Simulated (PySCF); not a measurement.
**How methods differ on the interval between two levels of Zr⁺**

Zr⁺ [Kr] 4d2 5s1 [4F9/2, M_J = 9/2] → Zr⁺ [Kr] 4d3 [4F9/2, M_J = 9/2], as a difference of total energies. Computed with PySCF 2.14 in x2c-TZVPall-2c with one added diffuse shell each of s, p, d type (9s10p8d1f, 86 functions), with the two-component X2C-1e Hamiltonian. Correlated levels: [Ar] 3d10 frozen; the 6 highest virtual spinors dropped. "Screened" scales the spin-orbit matrix elements by Boettger's factors to mimic the two-electron term; Breit and QED terms are absent.

```tsv
method	interval between two levels (cm⁻¹)	error (cm⁻¹)
GHF (spin-free)	3626.0	+1191
GMP2 (spin-free)	4425.1	+1990
GHF (screened spin-orbit)	3555.8	+1121
GMP2 (screened spin-orbit)	4345.8	+1911
```

Reference: 2435.0 cm⁻¹ (measured; NIST Handbook of Basic Atomic Spectroscopic Data (Sansonetti and Martin, J. Phys. Chem. Ref. Data 34, 1559 (2005))).

The spin-free rows relax to the high-spin LS determinant and lack the spin-orbit shift.

Errors of the correlated levels include the incompleteness of this basis and the frozen core.

The labels give the starting determinants; with spin-orbit coupling the two ends relaxed to ⟨J²⟩ = 24.76, ⟨L²⟩ = 12.02, ⟨S²⟩ = 3.76 and ⟨J²⟩ = 24.76, ⟨L²⟩ = 12.03, ⟨S²⟩ = 3.75.
